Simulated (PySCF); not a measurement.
Compound: C8H15PS.
Structure used (PBE0-D3(BJ)/def2-SVP), in Å, numbered top down from 1:
```xyz
25
C8H15PS angstrom
C     -2.807   -0.039    0.471
C     -1.683   -0.633   -0.377
C     -1.708   -0.074   -1.800
C     -0.337   -0.430    0.267
C      0.512   -1.428    0.573
C      1.820   -1.062    1.210
P      1.956    0.755    0.897
C      2.657    0.851   -0.783
S      2.837    1.880    2.216
C      0.142    0.955    0.624
H     -3.789   -0.262    0.027
H     -2.717    1.056    0.543
H     -2.795   -0.446    1.494
H     -1.842   -1.724   -0.442
H     -2.679   -0.274   -2.280
H     -1.560    1.018   -1.807
H     -0.920   -0.526   -2.421
H      0.260   -2.475    0.376
H      1.827   -1.218    2.302
H      2.687   -1.602    0.796
H      3.710    0.539   -0.739
H      2.097    0.205   -1.476
H      2.616    1.896   -1.119
H     -0.299    1.324    1.566
H     -0.060    1.713   -0.150
```

All values: PBE0/pcSseg-1 (PySCF, non-relativistic), on one gas-phase PBE0-D3(BJ)/def2-SVP geometry that isn't relaxed in the solvent. The solvent is an IEF-PCM continuum (van der Waals radii × 1.2). Only the electrostatic response of the medium enters.

```
run  E − E(gas) (kcal/mol)  HOMO (eV)  HOMO–LUMO gap (eV)  dipole (D)
gas                   0.00      -6.32                6.21        5.20
  P                  -4.08      -6.53                6.55        6.10
  Q                  -6.47      -6.66                6.75        6.64
```

Problem. The runs were made in benzene and chloroform. Which run belongs to which solvent?

Solution. P = benzene, Q = chloroform. The dielectric constants are 2.271 (benzene), 4.711 (chloroform), and the energy falls further as ε rises. In this model the ground state sees the solvent through ε alone.

Problem. How constant is the ratio of the lowering to (ε − 1)/(2ε + 1)?

Solution. 
```json
{"solvent": "benzene", "(ε − 1)/(2ε + 1)": "0.229", "E − E(gas) (kcal/mol)": "-4.08", "ratio (kcal/mol)": "-17.8", "polarisation term (kcal/mol)": "-4.55"}
{"solvent": "chloroform", "(ε − 1)/(2ε + 1)": "0.356", "E − E(gas) (kcal/mol)": "-6.47", "ratio (kcal/mol)": "-18.2", "polarisation term (kcal/mol)": "-7.67"}
```

The ratio changes by +2.2 % in size from benzene to chloroform. The polarisation term is half the interaction of the solute with the induced surface charges.

Time: 60 s; peak memory 1.5 GiB. Hardware: Arm Neoverse V2, one thread (shared host). This is the whole shielding run at PBE0/pcSseg-1 in chloroform, SCF included.
